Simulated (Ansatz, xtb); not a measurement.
## CH2NSb: which of two structures lies lower

Structure a is a triplet given by its coordinates and structure b is `N#[C][SbH2]`, a singlet. Both are isolated molecules in the gas phase, relaxed with B3LYP-D4/def2-TZVP.

a (Å):

```yaml
atoms:
  - { symbol: C, position_ang: [-0.8478, -2.6542, -1.0195] }
  - { symbol: N, position_ang: [-0.3494, -1.4946, -0.9725] }
  - { symbol: Sb, position_ang: [-1.0464, 0.0998, 0.1069] }
  - { symbol: H, position_ang: [-0.3698, -3.4187, -1.6427] }
  - { symbol: H, position_ang: [-1.7450, -2.9821, -0.4776] }
```

Close contacts (Å): C1–N2 1.26, N2–Sb3 2.05, C1–H4 1.10, C1–H5 1.10.

b (Å):

```yaml
atoms:
  - { symbol: C, position_ang: [-1.6317, -2.9234, -0.5877] }
  - { symbol: N, position_ang: [-2.3215, -3.8384, -0.7175] }
  - { symbol: Sb, position_ang: [-0.4290, -1.2243, -0.1571] }
  - { symbol: H, position_ang: [-0.8691, -0.4743, -1.6319] }
  - { symbol: H, position_ang: [0.9421, -1.9456, -0.8859] }
```

Q: Which of the two would you expect CCSD(T)/def2-TZVPP electronic energies to favour?

A: Structure b; the calculation gives E(b) − E(a) = −0.737 eV.

Level by level:

```
             level            geometry  E(b) − E(a) (eV)  departure from the last row (eV)  job, with rough time for the two
B3LYP-D4/def2-TZVP  B3LYP-D4/def2-TZVP              −0.545                            +0.192                optimisation, 34 s
     HF/def2-TZVPP  B3LYP-D4/def2-TZVP              +0.016                            +0.753           part of the CCSD(T) run
    MP2/def2-TZVPP  B3LYP-D4/def2-TZVP              −0.914                            −0.178           part of the CCSD(T) run
CCSD(T)/def2-TZVPP  B3LYP-D4/def2-TZVP              −0.737                                                  single point, 40 s
```

HF/def2-TZVPP finds them nearly level. The largest departure from CCSD(T)/def2-TZVPP is that of HF/def2-TZVPP, 0.753 eV. Levels run at GFN2-xTB geometries aren't shown.

With harmonic frequencies from B3LYP-D4/def2-TZVP (ideal gas, rigid rotor, one conformer each, 298.15 K, 1 atm): on the last row, ΔE + ΔZPE = −0.944, ΔH = −0.929, ΔG = −0.927 eV.

Open shells are spin-unrestricted. The correlated steps freeze 6 core orbitals; the filled d shell of Sb is correlated, in a basis made for valence electrons. Atoms past krypton carry core potentials in the def2 sets and no spin–orbit term is included. ΔG holds the spin degeneracy. Programs: Ansatz 0.2.0; the last row on 2 threads of Intel(R) Xeon(R) 6975P-C (Granite Rapids) on a shared host.
